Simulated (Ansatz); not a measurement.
Start from `ClC[SiH2][TeH]` and change one atom or group to get `ClC[SiH2]Cl`.

Ansatz, PBE0-D4/def2-TZVP geometries, multiplicity 1. Each molecule was computed in one conformer, which needn't be the lowest.

Elements past krypton have def2 core potentials.

```tsv
property	`ClC[SiH2][TeH]`
HOMO energy (PBE0/def2-TZVPP) / eV	-6.70
LUMO energy (PBE/def2-TZVPP) / eV	-1.61
HOMO–LUMO gap (PBE/def2-TZVPP) / eV	4.06
LUMO energy (PBE0/def2-TZVPP) / eV	-0.79
HOMO energy (PBE/def2-TZVPP) / eV	-5.67
size of the dipole moment (PBE/def2-TZVPP) / D	1.10
```

(1) What does the change do to each property? (Estimate.)

Answers

(1) The calculation gave: 
```csv
property,`ClC[SiH2]Cl`,shift
HOMO energy (PBE0/def2-TZVPP) / eV,-8.37,-1.67
LUMO energy (PBE/def2-TZVPP) / eV,-1.13,0.48
HOMO–LUMO gap (PBE/def2-TZVPP) / eV,5.90,1.84
LUMO energy (PBE0/def2-TZVPP) / eV,-0.12,0.67
HOMO energy (PBE/def2-TZVPP) / eV,-7.03,-1.36
size of the dipole moment (PBE/def2-TZVPP) / D,0.59,-0.51
```

With PBE0 the HOMO falls by 1.67 eV and the LUMO rises by 0.67 eV, so the gap widens by about 2.34 eV. PBE moves the HOMO by -1.36 eV and ωB97M-V by -1.82 eV. Dipoles are sizes alone; their direction can turn.

Spin–orbit coupling is left out; it splits and shifts lone-pair levels of the heavy atoms by tenths of an eV.
